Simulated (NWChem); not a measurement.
System: CHOS cation; SMILES C(=[OH+])=S

```xyz
4

O     -0.0782     1.6221     0.0000
C      0.0106     0.3983     0.0000
S     -0.0111    -1.0956     0.0000
H      0.7398     2.1642     0.0000
```
Atoms are numbered in this order, from 1.

Structure relaxed at the PBE0-D3(BJ)/def2-TZVP level.

Symmetry labels are those of Cs in the frame above (b1 and b2, or b-type labels, depend on it).

**Question.** List the 6 lowest vertical singlet excitations from B3LYP/aug-cc-pVDZ, TDA (NWChem).

**Answer.** 
| state | energy (eV) | oscillator strength | symmetry | leading excitation (squared amplitude) |
|---|---|---|---|---|
| S1 | 5.06 | 0.000 | a" | HOMO → LUMO (0.98) |
| S2 | 5.82 | 0.000 | a' | HOMO−1 → LUMO (0.51) |
| S3 | 6.24 | 0.000 | a" | HOMO−1 → LUMO+1 (0.98) |
| S4 | 8.24 | 0.006 | a" | HOMO → LUMO+2 (0.99) |
| S5 | 8.75 | 0.027 | a' | HOMO−1 → LUMO+2 (0.97) |
| S6 | 9.65 | 0.000 | a" | HOMO−3 → LUMO (0.99) |
